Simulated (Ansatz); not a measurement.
# Nudged elastic band run: F₂H₆Si₂

Input file:

```yaml
crystal:
  periodic: [false, false, false]
  atoms:
    - { symbol: Si, position_ang: [0.988058, -0.073386, -0.350769] }
    - { symbol: H, position_ang: [1.555964, 0.137801, 0.978622] }
    - { symbol: H, position_ang: [1.821663, 0.449053, -1.431293] }
    - { symbol: F, position_ang: [-0.430547, 0.628587, -0.419807] }
    - { symbol: F, position_ang: [0.762902, -1.622141, -0.576261] }
    - { symbol: Si, position_ang: [-3.340854, 0.097094, 1.514818] }
    - { symbol: H, position_ang: [-3.505494, -0.635501, 0.246434] }
    - { symbol: H, position_ang: [-4.498373, -0.17585, 2.390104] }
    - { symbol: H, position_ang: [-3.26208, 1.545902, 1.253332] }
    - { symbol: H, position_ang: [-2.110539, -0.351557, 2.195619] }
basis:
  gaussian: { orbitals: "6-31G*" }
hamiltonian:
  xc: hf
neb:
  order_check: false
  images: 5
  f_tol: 0.05
  max_iterations: 60
  final_atoms:
    - { symbol: Si, position_ang: [-0.56974329, -0.27561984, -0.73602371] }
    - { symbol: H, position_ang: [0.53323458, 0.69251427, 3.38323149] }
    - { symbol: H, position_ang: [0.65388717, -0.10073888, 0.05605863] }
    - { symbol: F, position_ang: [-0.54326405, 0.7992486, -1.90787327] }
    - { symbol: F, position_ang: [-0.49421126, -1.70456408, -1.43020001] }
    - { symbol: Si, position_ang: [-2.56213821, -0.08356383, 0.47748793] }
    - { symbol: H, position_ang: [-3.72564743, -0.28369147, -0.40679284] }
    - { symbol: H, position_ang: [-2.57753248, -1.09952411, 1.5488089] }
    - { symbol: H, position_ang: [-2.63237672, 1.25934688, 1.08710488] }
    - { symbol: H, position_ang: [-0.1015083, 0.79659446, 3.72899699] }
  initial_path:
    images:
      - { positions_ang: [[0.988058, -0.073386, -0.350769], [1.555964, 0.137801, 0.978622], [1.821663, 0.449053, -1.431293], [-0.430547, 0.628587, -0.419807], [0.762902, -1.622141, -0.576261], [-3.340854, 0.097094, 1.514818], [-3.505494, -0.635501, 0.246434], [-4.498373, -0.17585, 2.390104], [-3.26208, 1.545902, 1.253332], [-2.110539, -0.351557, 2.195619]] }
      - { positions_ang: [[0.65697115, -0.04771518, -0.23739515], [1.04091013, 0.09747908, 1.25215919], [1.67018012, 0.30239577, -1.12388054], [-0.54280015, 0.84979232, -0.46082038], [0.25854411, -1.51558483, -0.55886144], [-3.02371289, 0.06265856, 1.2782655], [-3.3965544, -0.73285018, 0.16192588], [-3.80739031, -0.26232378, 2.32680321], [-3.15723033, 1.4767594, 1.06744641], [-1.71821743, -0.23060916, 2.09515632]] }
      - { positions_ang: [[0.32588429, -0.02204436, -0.12402131], [0.52585625, 0.05715717, 1.52569638], [1.51869724, 0.15573853, -0.81646809], [-0.6550533, 1.07099763, -0.50183376], [-0.24581378, -1.40902865, -0.54146188], [-2.70657178, 0.02822312, 1.04171301], [-3.28761479, -0.83019937, 0.07741776], [-3.11640761, -0.34879755, 2.26350241], [-3.05238066, 1.40761681, 0.88156082], [-1.32589586, -0.10966133, 1.99469365]] }
      - { positions_ang: [[-0.00520256, 0.00362645, -0.01064746], [0.01080238, 0.01683525, 1.79923358], [1.36721437, 0.0090813, -0.50905563], [-0.76730645, 1.29220295, -0.54284715], [-0.75017167, -1.30247248, -0.52406232], [-2.38943067, -0.00621232, 0.80516051], [-3.17867519, -0.92754855, -0.00709035], [-2.42542492, -0.43527133, 2.20020162], [-2.94753099, 1.33847421, 0.69567524], [-0.9335743, 0.01128651, 1.89423097]] }
      - { positions_ang: [[-0.1933828, -0.08945564, -0.25243954], [0.18494645, 0.24206159, 2.32723288], [1.12943863, -0.02752543, -0.32068421], [-0.69262565, 1.12788483, -0.99785585], [-0.66485153, -1.43650301, -0.82610822], [-2.44699985, -0.03199616, 0.69593632], [-3.36099927, -0.71292952, -0.14032452], [-2.47612744, -0.65668892, 1.98307071], [-2.84247957, 1.31209843, 0.82615178], [-0.65621897, 0.27305583, 2.50581965]] }
      - { positions_ang: [[-0.38156304, -0.18253774, -0.49423163], [0.35909052, 0.46728793, 2.85523218], [0.8916629, -0.06413216, -0.13231279], [-0.61794485, 0.96356672, -1.45286456], [-0.5795314, -1.57053355, -1.12815411], [-2.50456903, -0.05778, 0.58671212], [-3.54332335, -0.4983105, -0.27355868], [-2.52682996, -0.87810651, 1.76593981], [-2.73742814, 1.28572266, 0.95662833], [-0.37886364, 0.53482515, 3.11740832]] }
      - { positions_ang: [[-0.56974329, -0.27561984, -0.73602371], [0.53323458, 0.69251427, 3.38323149], [0.65388717, -0.10073888, 0.05605863], [-0.54326405, 0.7992486, -1.90787327], [-0.49421126, -1.70456408, -1.43020001], [-2.56213821, -0.08356383, 0.47748793], [-3.72564743, -0.28369147, -0.40679284], [-2.57753248, -1.09952411, 1.5488089], [-2.63237672, 1.25934688, 1.08710488], [-0.1015083, 0.79659446, 3.72899699]] }
```

Command:

```bash
$ ansatz run input.yaml --threads 1 --pin off --max-ram 2048MiB --backend cpu --events-out ev --progress --plain --runs-dir out
```

Output, in part (warnings, iteration lines, the closing report on the highest movable image, with atoms numbered from 0):

```
NEB end point (image 0): max|allowed force component| = 2.519e-2 eV/Å (the criterion of neb.relax_end_points is 1.000e-2)
NEB end point (image 6): max|allowed force component| = 2.087e-2 eV/Å (the criterion of neb.relax_end_points is 1.000e-2)
NEB iter   1: max|band force component| = 5.629e0 eV/Å  barrier→ = 8.0365 eV  barrier← = 7.4078 eV  Δτ_max = 0.2000 Å  (221 SCF iters)
NEB iter   2: max|band force component| = 2.794e0 eV/Å  barrier→ = 6.0491 eV  barrier← = 5.4204 eV  Δτ_max = 0.2000 Å  (143 SCF iters)
NEB iter   3: max|band force component| = 1.462e0 eV/Å  barrier→ = 4.9517 eV  barrier← = 4.3231 eV  Δτ_max = 0.1941 Å  (145 SCF iters)
NEB iter   4: max|band force component| = 8.264e-1 eV/Å  barrier→ = 4.6723 eV  barrier← = 4.0437 eV  Δτ_max = 0.2000 Å  (142 SCF iters)
NEB iter   5: max|band force component| = 2.488e0 eV/Å  barrier→ = 4.5637 eV  barrier← = 3.9351 eV  Δτ_max = 0.1003 Å  (143 SCF iters)
NEB iter   6: max|band force component| = 1.369e0 eV/Å  barrier→ = 4.2644 eV  barrier← = 3.6358 eV  Δτ_max = 0.1015 Å  (138 SCF iters)
NEB iter   7: max|band force component| = 1.482e0 eV/Å  barrier→ = 3.8673 eV  barrier← = 3.2387 eV  Δτ_max = 0.0503 Å  (137 SCF iters)
NEB iter   8: max|band force component| = 8.912e-1 eV/Å  barrier→ = 3.6296 eV  barrier← = 3.0010 eV  Δτ_max = 0.0501 Å  (142 SCF iters)
NEB iter   9: max|band force component| = 6.780e-1 eV/Å  barrier→ = 3.4797 eV  barrier← = 2.8510 eV  Δτ_max = 0.0501 Å  (143 SCF iters)
NEB iter  10: max|band force component| = 1.739e0 eV/Å  barrier→ = 3.3075 eV  barrier← = 2.6789 eV  CI = image 3  Δτ_max = 0.0500 Å  (137 SCF iters)
NEB iter  11: max|band force component| = 1.632e0 eV/Å  barrier→ = 3.3064 eV  barrier← = 2.6778 eV  CI = image 3  Δτ_max = 0.0976 Å  (145 SCF iters)
NEB iter  12: max|band force component| = 1.852e0 eV/Å  barrier→ = 3.0921 eV  barrier← = 2.4634 eV  CI = image 3  Δτ_max = 0.1902 Å  (136 SCF iters)
NEB iter  13: max|band force component| = 2.861e0 eV/Å  barrier→ = 3.1754 eV  barrier← = 2.5467 eV  CI = image 3  Δτ_max = 0.1962 Å  (139 SCF iters)
NEB iter  14: max|band force component| = 2.749e0 eV/Å  barrier→ = 4.6652 eV  barrier← = 4.0366 eV  CI = image 3  Δτ_max = 0.2000 Å  (143 SCF iters)
NEB iter  15: max|band force component| = 1.758e0 eV/Å  barrier→ = 4.8434 eV  barrier← = 4.2147 eV  CI = image 3  Δτ_max = 0.0994 Å  (150 SCF iters)
NEB iter  16: max|band force component| = 1.101e0 eV/Å  barrier→ = 4.8351 eV  barrier← = 4.2065 eV  CI = image 3  Δτ_max = 0.0711 Å  (133 SCF iters)
NEB iter  17: max|band force component| = 4.893e-1 eV/Å  barrier→ = 4.7746 eV  barrier← = 4.1459 eV  CI = image 3  Δτ_max = 0.0524 Å  (141 SCF iters)
NEB iter  18: max|band force component| = 2.148e-1 eV/Å  barrier→ = 4.7416 eV  barrier← = 4.1129 eV  CI = image 3  Δτ_max = 0.0687 Å  (142 SCF iters)
NEB iter  19: max|band force component| = 2.616e-1 eV/Å  barrier→ = 4.7291 eV  barrier← = 4.1004 eV  CI = image 3  Δτ_max = 0.0343 Å  (141 SCF iters)
NEB iter  20: max|band force component| = 1.863e-1 eV/Å  barrier→ = 4.7229 eV  barrier← = 4.0942 eV  CI = image 3  Δτ_max = 0.0343 Å  (136 SCF iters)
NEB iter  21: max|band force component| = 2.007e-1 eV/Å  barrier→ = 4.7178 eV  barrier← = 4.0892 eV  CI = image 3  Δτ_max = 0.0172 Å  (130 SCF iters)
NEB iter  22: max|band force component| = 2.160e-1 eV/Å  barrier→ = 4.7153 eV  barrier← = 4.0867 eV  CI = image 3  Δτ_max = 0.0344 Å  (117 SCF iters)
NEB iter  23: max|band force component| = 2.421e-1 eV/Å  barrier→ = 4.7099 eV  barrier← = 4.0813 eV  CI = image 3  Δτ_max = 0.0686 Å  (142 SCF iters)
NEB iter  24: max|band force component| = 2.937e-1 eV/Å  barrier→ = 4.6973 eV  barrier← = 4.0687 eV  CI = image 3  Δτ_max = 0.0686 Å  (140 SCF iters)
NEB iter  25: max|band force component| = 3.464e-1 eV/Å  barrier→ = 4.6810 eV  barrier← = 4.0523 eV  CI = image 3  Δτ_max = 0.0689 Å  (140 SCF iters)
NEB iter  26: max|band force component| = 4.044e-1 eV/Å  barrier→ = 4.6614 eV  barrier← = 4.0327 eV  CI = image 3  Δτ_max = 0.0990 Å  (146 SCF iters)
NEB iter  27: max|band force component| = 4.587e-1 eV/Å  barrier→ = 4.6378 eV  barrier← = 4.0092 eV  CI = image 3  Δτ_max = 0.0794 Å  (146 SCF iters)
NEB iter  28: max|band force component| = 5.194e-1 eV/Å  barrier→ = 4.6087 eV  barrier← = 3.9800 eV  CI = image 3  Δτ_max = 0.0929 Å  (145 SCF iters)
NEB iter  29: max|band force component| = 5.829e-1 eV/Å  barrier→ = 4.5704 eV  barrier← = 3.9417 eV  CI = image 3  Δτ_max = 0.1107 Å  (146 SCF iters)
NEB iter  30: max|band force component| = 6.454e-1 eV/Å  barrier→ = 4.5258 eV  barrier← = 3.8972 eV  CI = image 3  Δτ_max = 0.0532 Å  (139 SCF iters)
NEB iter  31: max|band force component| = 6.661e-1 eV/Å  barrier→ = 4.5043 eV  barrier← = 3.8757 eV  CI = image 3  Δτ_max = 0.1378 Å  (135 SCF iters)
NEB iter  32: max|band force component| = 6.858e-1 eV/Å  barrier→ = 4.4529 eV  barrier← = 3.8242 eV  CI = image 3  Δτ_max = 0.1971 Å  (145 SCF iters)
NEB iter  33: max|band force component| = 6.444e-1 eV/Å  barrier→ = 4.4019 eV  barrier← = 3.7732 eV  CI = image 3  Δτ_max = 0.2000 Å  (142 SCF iters)
NEB iter  34: max|band force component| = 4.429e-1 eV/Å  barrier→ = 4.3756 eV  barrier← = 3.7469 eV  CI = image 3  Δτ_max = 0.1987 Å  (144 SCF iters)
NEB iter  35: max|band force component| = 4.163e-1 eV/Å  barrier→ = 4.3723 eV  barrier← = 3.7436 eV  CI = image 3  Δτ_max = 0.1981 Å  (127 SCF iters)
NEB iter  36: max|band force component| = 2.766e-1 eV/Å  barrier→ = 4.3783 eV  barrier← = 3.7497 eV  CI = image 3  Δτ_max = 0.1688 Å  (144 SCF iters)
NEB iter  37: max|band force component| = 1.919e-1 eV/Å  barrier→ = 4.3710 eV  barrier← = 3.7424 eV  CI = image 3  Δτ_max = 0.0746 Å  (144 SCF iters)
NEB iter  38: max|band force component| = 1.364e-1 eV/Å  barrier→ = 4.3706 eV  barrier← = 3.7420 eV  CI = image 3  Δτ_max = 0.0361 Å  (123 SCF iters)
NEB iter  39: max|band force component| = 1.107e-1 eV/Å  barrier→ = 4.3706 eV  barrier← = 3.7420 eV  CI = image 3  Δτ_max = 0.0359 Å  (126 SCF iters)
NEB iter  40: max|band force component| = 1.033e-1 eV/Å  barrier→ = 4.3706 eV  barrier← = 3.7419 eV  CI = image 3  Δτ_max = 0.0389 Å  (117 SCF iters)
NEB iter  41: max|band force component| = 8.515e-2 eV/Å  barrier→ = 4.3705 eV  barrier← = 3.7419 eV  CI = image 3  Δτ_max = 0.0372 Å  (116 SCF iters)
NEB iter  42: max|band force component| = 3.342e-2 eV/Å  barrier→ = 4.3705 eV  barrier← = 3.7419 eV  CI = image 3  Δτ_max = 0.0000 Å  (278 SCF iters)
Total energy: -21228.89676831 eV, -780.1475667722 hartree
Atom 0 at    -0.142399    -0.057678     0.032100 Å, force     0.004988     0.004012     0.000757 eV/Å
Atom 1 at     0.236113    -0.741026     1.506857 Å, force    -0.000443    -0.000625    -0.000671 eV/Å
Atom 2 at     0.720294     1.053901     0.397561 Å, force    -0.001340    -0.000222     0.001667 eV/Å
Atom 3 at    -0.929742     0.503671    -1.258706 Å, force    -0.002431     0.000134    -0.001926 eV/Å
Atom 4 at     0.362894    -1.402459    -0.645454 Å, force     0.000212    -0.003796    -0.000812 eV/Å
Atom 5 at    -2.526137     0.214978     1.026757 Å, force    -0.000450     0.000363    -0.000984 eV/Å
Atom 6 at    -3.336496    -0.615265     0.124121 Å, force    -0.001023    -0.000079     0.000021 eV/Å
Atom 7 at    -2.823484    -0.129407     2.432216 Å, force     0.000047    -0.000449     0.000586 eV/Å
Atom 8 at    -2.745719     1.651616     0.808198 Å, force    -0.000266     0.000435    -0.000051 eV/Å
Atom 9 at    -0.834623    -0.478329     1.377149 Å, force     0.000708     0.000226     0.001413 eV/Å
Dipole moment:    -0.209225     0.162827     0.450843 e Å
```

The run converged. Neighbouring images differ by up to 3.9 eV, so the band resolves the path poorly. A vibrational analysis at the climbing image gives one clearly imaginary mode, 1872i cm⁻¹: a first-order saddle point. The orbitals stay closed-shell, which can raise the energy where a bond breaks towards radicals; this wasn't checked here.

Final band (atoms are numbered from 1 in the order of the input):

| image | path coordinate (Å) | energy (kcal/mol) | Si1–H2 (Å) | Si6–H10 (Å) | Si1–Si6 (Å) |
| --- | --- | --- | --- | --- | --- |
| 0 | 0.00 | 0.0 | 1.46 | 1.48 | 4.72 |
| 1 | 1.73 | 0.1 | 1.46 | 1.48 | 4.47 |
| 2 | 3.45 | 10.6 | 1.45 | 1.46 | 3.56 |
| 3 | 5.18 | 100.8 | 1.67 | 1.86 | 2.60 |
| 4 | 7.16 | 16.3 | 3.04 | 3.23 | 2.35 |
| 5 | 9.15 | 14.5 | 4.10 | 4.31 | 2.34 |
| 6 | 11.13 | 14.5 | 4.37 | 4.17 | 2.34 |

Time of the run: 4.9 min on 1 thread of Arm Neoverse V1, on a shared host, peak memory 0.15 GiB.
